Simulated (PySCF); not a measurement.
V⁺ (vanadium, charge +1) across methods

[Ar] 3d4, high-spin 5D determinant. Calculation: PySCF 2.14, in x2c-QZVPPall (11s7p5d3f2g, 96 functions); the spin-free X2C one-electron Hamiltonian (Gaussian nucleus).

```csv
method,E (hartree),mean ε 3p α (eV),mean ε 3p β (eV),mean ε 3d α (eV),Σ⟨r²⟩ (bohr²),⟨S²⟩
UHF,-947.93190,-61.657,-53.186,-15.832,21.66,6.001
LDA,-946.750,-48.024,-44.860,-10.046,22.83,6.000
PBE,-948.730,-48.053,-44.743,-9.902,22.89,6.000
PBE0,-948.758,-51.613,-47.137,-11.471,22.40,6.000
HSE06,-948.779,-51.201,-46.762,-11.062,22.44,6.000
TPSS,-948.986,-48.372,-44.891,-9.777,22.77,6.000
```

Question: Estimate the same row for wB97X-V.

Answer: E (hartree) = -948.834; mean ε 3p α (eV) = -53.775; mean ε 3p β (eV) = -49.753; mean ε 3d α (eV) = -13.754; Σ⟨r²⟩ (bohr²) = 22.42; ⟨S²⟩ = 6.000.
